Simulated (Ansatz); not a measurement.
Relaxation of H7N3Si (11 atoms, charge 0, multiplicity 1), to a largest force component of 0.02 eV/Å in at most 40 steps.

These are results of RKS PBE0-D4/STO-3G in Ansatz 0.2.0, not measurements.

```xyz
11
Properties=species:S:1:pos:R:3
Si 0.000 0.000 0.000
N 0.000 0.000 1.820
H -0.877 -0.271 2.350
H 0.877 0.271 2.350
N 1.716 0.000 -0.606
H 2.215 -0.918 -0.787
H 2.217 0.918 -0.778
N -0.857 1.485 -0.606
H -1.877 1.430 -0.889
H -0.337 2.406 -0.677
H -0.688 -1.191 -0.486
```

Task: Where does it end, and by what steps?

Result: It converged. The force dipped under the threshold on the way, but the program's further checks kept it going. Limits of this set-up: minimal basis. After 15 steps the energy has fallen by 1.089 eV; H6 moved furthest, 0.97 Å.

```
step  energy less start (eV)  largest force component (eV/Å)  accepted
   0                  0.0000                           2.065       yes
   1                 -0.7365                           1.328       yes
   2                 -0.8665                           0.878       yes
   3                 -0.9571                           0.699       yes
   4                 -0.9851                           1.532       yes
   5                 -1.0559                           0.359       yes
   6                 -1.0791                           0.281       yes
   7                 -1.0856                           0.103       yes
   8                 -1.0869                           0.112       yes
   9                 -1.0876                           0.043       yes
  10                 -1.0882                           0.027       yes
  11                 -1.0849                           0.365        no
  12                 -1.0873                           0.148        no
  13                 -1.0885                           0.014       yes
  14                 -1.0887                           0.046       yes
  15                 -1.0888                           0.010       yes
```

```xyz
11
Properties=species:S:1:pos:R:3
Si 0.009 -0.052 -0.085
N 0.157 -0.247 1.658
H -0.757 -0.420 2.127
H 0.560 0.585 2.141
N 1.624 -0.214 -0.747
H 2.338 -0.356 -0.002
H 1.916 0.636 -1.274
N -0.639 1.452 -0.728
H -1.671 1.532 -0.610
H -0.245 2.304 -0.275
H -0.901 -1.090 -0.514
```

Whether the end is a true minimum wasn't checked by a vibrational analysis.

The run took 30 s on 1 thread of Arm Neoverse V1 (shared host), peak memory 0.1 GiB.
